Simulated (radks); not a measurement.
The erbium ion Er65+, configuration [He] 2s1. Method: scalar-relativistic Kohn-Sham, PBE, spin-polarised, spherical densities, finite nucleus; open shells are filled with parallel spins first (spin-orbit coupling, left out, can overturn this in heavy ions); Fermi nuclear charge, rms radius 5.2516 fm; computed with a radial shooting solver on a logarithmic mesh with Libxc functionals.

Unscreened Slater integrals over Kohn-Sham orbitals (eV). They are taken over the spin-up orbitals. Empty in this configuration: 2p.

| integral | value |
|---|---|
| F0(2s,2s) | 299.27 |
| F0(2s,1s) | 422.65 |
| G0(2s,1s) | 44.704 |
| F0(2s,2p) | 316.39 |
| G1(2s,2p) | 178.24 |
| F0(1s,1s) | 1272.0 |
| F0(1s,2p) | 465.22 |
| G1(1s,2p) | 94.055 |
| F0(2p,2p) | 344.08 |
| F2(2p,2p) | 164.21 |
